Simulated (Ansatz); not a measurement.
One geometry of C4H10SZn (`C[S][Zn][CH](C)C`), several functionals.

```yaml
crystal:
  periodic: [false, false, false]
  atoms:
    - {symbol: C, position_ang: [0.665248, -3.368933, -0.737278]}
    - {symbol: S, position_ang: [2.061010, -2.196388, -0.661296]}
    - {symbol: Zn, position_ang: [1.070214, -0.337107, -0.107393]}
    - {symbol: C, position_ang: [0.206981, 1.352264, 0.397740]}
    - {symbol: C, position_ang: [-0.358074, 2.098648, -0.806417]}
    - {symbol: C, position_ang: [-0.859360, 1.152707, 1.470492]}
    - {symbol: H, position_ang: [-0.059551, -3.086828, -1.500129]}
    - {symbol: H, position_ang: [1.086004, -4.337906, -1.005981]}
    - {symbol: H, position_ang: [0.165894, -3.467586, 0.225944]}
    - {symbol: H, position_ang: [1.012989, 1.959716, 0.828602]}
    - {symbol: H, position_ang: [-1.155869, 1.533222, -1.297849]}
    - {symbol: H, position_ang: [0.402580, 2.312414, -1.561706]}
    - {symbol: H, position_ang: [-0.793661, 3.059145, -0.500396]}
    - {symbol: H, position_ang: [-0.463225, 0.679057, 2.372582]}
    - {symbol: H, position_ang: [-1.294381, 2.115025, 1.771425]}
    - {symbol: H, position_ang: [-1.686789, 0.532559, 1.111669]}
basis:
  gaussian: {orbitals: def2-TZVPP}
hamiltonian: {xc: {name: r2SCANh}, dispersion: d4}
output: {orbitals: {seedname: orbitals}}
```

```sh
$ ansatz run in.yaml --threads 2 --pin off --events-out ev --progress --plain --max-ram 20480MiB --backend cuda --devices 0, --max-vram 18GiB
```

It prints (some lines left out):

```
Functional definition: r2SCANh
2115 factors; their error is unknown
mean field evaluation 1: about -63545.6031 eV, gradient 9.5e1 eV
mean field evaluation 2: about -63505.9547 eV, gradient 1.7e2 eV
mean field evaluation 4: about -63564.4946 eV, gradient 1.3e1 eV
mean field evaluation 8: about -63564.7288 eV, gradient 8.8e-2 eV
mean field evaluation 16: about -63564.7304 eV, gradient 2.1e-4 eV
mean field -63564.73040161 eV, -2335.9607565375 hartree, gradient 4.7e-5 eV, S^2 0.000000; 0 other end points of the search recorded, 0 dependent functions left out
reference -63564.73041650 eV, -2335.9607570847 hartree; 40, 40 occupied and 330, 330 virtual orbitals, 2115 factors
Total energy: -63564.82330937 eV, -2335.9641708345 hartree
```

It took 2.6 s on 2 threads of an AMD EPYC 7R13 on a shared host and a share of an NVIDIA H100 80 GB, with 0.93 GiB of host memory at the peak.

Changing it to `hamiltonian: {xc: {name: LC-wPBE}}` (abridged; 2.8 s):

```
Functional definition: LC-wPBE
mean field evaluation 16: about -63557.2637 eV, gradient 4.0e-4 eV
mean field -63557.26365792 eV, -2335.6863587681 hartree, gradient 3.8e-5 eV, S^2 0.000000
Total energy: -63557.26365793 eV, -2335.6863587685 hartree
```

With the line `hamiltonian: {xc: {name: BLYP}, dispersion: d4}` (abridged; 2.7 s):

```
Functional definition: BLYP
mean field evaluation 16: about -63568.7624 eV, gradient 5.3e-3 eV
mean field -63568.76244218 eV, -2336.1089312952 hartree, gradient 8.5e-5 eV, S^2 0.000000
Total energy: -63569.49140815 eV, -2336.1357203006 hartree
```

Changing it to `hamiltonian: {xc: {name: r2SCAN0}, dispersion: d4}` (abridged; 2.9 s):

```
Functional definition: r2SCAN0
mean field evaluation 16: about -63563.8495 eV, gradient 3.4e-4 eV
mean field -63563.84949037 eV, -2335.9283836463 hartree, gradient 3.3e-5 eV, S^2 0.000000
Total energy: -63563.95156891 eV, -2335.9321349635 hartree
```

Changing it to `hamiltonian: {xc: {name: B3LYP}, dispersion: d4}` and forces (abridged; 2.8 s):

```
Functional definition: B3LYP
mean field evaluation 16: about -63571.3665 eV, gradient 3.2e-4 eV
mean field -63571.36648107 eV, -2336.2046279594 hartree, gradient 2.7e-5 eV, S^2 0.000000
Total energy: -63571.90029893 eV, -2336.2242454041 hartree
Atom 0 force    -0.233161    -0.238368    -0.022495 eV/Å
Atom 1 force     0.308290     0.044112    -0.031236 eV/Å
Atom 2 force     0.001946     0.019269     0.004430 eV/Å
Atom 3 force     0.151454     0.134610     0.086431 eV/Å
Atom 4 force    -0.073551     0.115585    -0.192112 eV/Å
Atom 5 force    -0.155373    -0.037506     0.176201 eV/Å
Atom 6 force     0.029346    -0.026906     0.052689 eV/Å
Atom 7 force    -0.041087     0.045182     0.015308 eV/Å
Atom 8 force     0.014454    -0.001253    -0.065099 eV/Å
Atom 9 force    -0.050199    -0.039235    -0.027230 eV/Å
Atom 10 force     0.039152     0.028233     0.018034 eV/Å
Atom 11 force    -0.041651    -0.008101     0.033682 eV/Å
Atom 12 force     0.019272    -0.040186    -0.020534 eV/Å
Atom 13 force    -0.024879     0.023454    -0.042408 eV/Å
Atom 14 force     0.017409    -0.045914    -0.007792 eV/Å
Atom 15 force     0.038579     0.027024     0.022131 eV/Å
Dipole moment:    -0.324251     0.119118     0.079400 e Å
```

The same input with `hamiltonian: {xc: {name: wB97M-V}}` and forces (abridged; 4.9 s):

```
Functional definition: wB97M-V
mean field evaluation 16: about -63563.2766 eV, gradient 4.0e-4 eV
mean field -63563.27656432 eV, -2335.9073290026 hartree, gradient 2.1e-5 eV, S^2 0.000000
Total energy: -63563.27662846 eV, -2335.9073313597 hartree
Atom 0 force    -0.123291    -0.117184    -0.010637 eV/Å
Atom 1 force     0.074708     0.110241     0.015811 eV/Å
Atom 2 force    -0.012681    -0.012164    -0.006294 eV/Å
Atom 3 force     0.279003    -0.102946     0.019101 eV/Å
Atom 4 force    -0.098179     0.147181    -0.146016 eV/Å
Atom 5 force    -0.165956     0.022341     0.158844 eV/Å
Atom 6 force     0.056807    -0.033130     0.071535 eV/Å
Atom 7 force    -0.057732     0.079410     0.025133 eV/Å
Atom 8 force     0.035827     0.002364    -0.090569 eV/Å
Atom 9 force    -0.086356    -0.018057    -0.026494 eV/Å
Atom 10 force     0.054279     0.028017     0.035866 eV/Å
Atom 11 force    -0.053493    -0.018505     0.052271 eV/Å
Atom 12 force     0.032683    -0.077034    -0.025025 eV/Å
Atom 13 force    -0.027306     0.030332    -0.065006 eV/Å
Atom 14 force     0.033094    -0.077088    -0.024310 eV/Å
Atom 15 force     0.058593     0.036224     0.015787 eV/Å
Dipole moment:    -0.318755     0.117799     0.079009 e Å
```

B3LYP takes the VWN-RPA correlation (the form of Gaussian; ORCA's B3LYP/G).
